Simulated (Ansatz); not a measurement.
Stepwise reaction of `F[Si]1(F)C=C1` with hydrogen, as a gas-phase model of exchange steps in deposition or etching. ΔE in kJ/mol; ΔG adds harmonic PBE0-D4 terms to CCSD(T)/CBS, at 1 bar.

Calculated with Ansatz (gas phase, PBE0-D4/def2-TZVP geometries, no zero-point term in ΔE). CCSD(T)/CBS adds triple-zeta CCSD(T) − MP2 to the extrapolated MP2 energy (def2 sets, frozen cores). This one scheme is used for every species. DFT in def2-TZVPP. B3LYP here is the variant with VWN-RPA as its local correlation; programs differ in this.

```tsv
step	reaction	PBE-D4	B3LYP-D4	ωB97M-V	CCSD(T)/CBS	ΔG(600 K)
1	`F[Si]1(F)C=C1` + H₂ → `F[SiH]1C=C1` + H–F	106.6	115.3	115.7	113.0	105.4
```

Q: Give the row of step 2, `F[SiH]1C=C1` + H₂ → `C1=C[SiH2]1` + H–F. (An estimate is asked.)

A: Computed: 
| step | reaction | PBE-D4 | B3LYP-D4 | ωB97M-V | CCSD(T)/CBS | ΔG(600 K) |
| --- | --- | --- | --- | --- | --- | --- |
| 2 | `F[SiH]1C=C1` + H₂ → `C1=C[SiH2]1` + H–F | 114.0 | 122.7 | 123.5 | 118.7 | 118.2 |

Q: By hand: ΔE of the 2 steps together at CCSD(T)/CBS.

A: (113.0) + (118.7) = 231.7 kJ/mol, or 115.8 kJ/mol a step.

In ΔE each step is higher than the one before. All are uphill at CCSD(T)/CBS. ΔG lies between 105.4 and 118.2 kJ/mol a step. PBE-D4 differs from CCSD(T)/CBS by -6.4 to -4.7 kJ/mol a step. Isolated molecules leave out the surface, adducts and barriers. Largest T1 diagnostic: 0.013.
